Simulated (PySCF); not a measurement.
## How methods differ on the ionisation energy of Pb⁵¹⁺

Pb⁵¹⁺ [Ar] 3d10 4s2 4p1 [4p1/2^1, M_J = 1/2] → Pb⁵²⁺ [Ar] 3d10 4s2, as a difference of total energies. Calculation: PySCF 2.14, in an uncontracted even-tempered set (16 s from 7.7 bohr⁻², ratio 2.8; 13 p from 10 bohr⁻², ratio 2.8; 8 d from 18 bohr⁻², ratio 2.8; 4 f from 41 bohr⁻², ratio 3); the two-component X2C-1e Hamiltonian. Correlated levels: [Ne] frozen; the 72 highest virtual spinors dropped. "Screened" scales the spin-orbit matrix elements by Boettger's factors to mimic the two-electron term; Breit and QED terms are absent.

```csv
method,ionisation energy (eV)
GHF (spin-free),2907.8
GMP2 (spin-free),2908.6
GHF (screened spin-orbit),3028.6
GMP2 (screened spin-orbit),3029.3
```

Breit and QED terms and the two-electron picture change are absent.

The spin-free rows lack the spin-orbit shift.

For comparison: 3036 ± 4 eV (theoretical estimate listed by NIST; NIST Atomic Spectra Database, ionization energies).
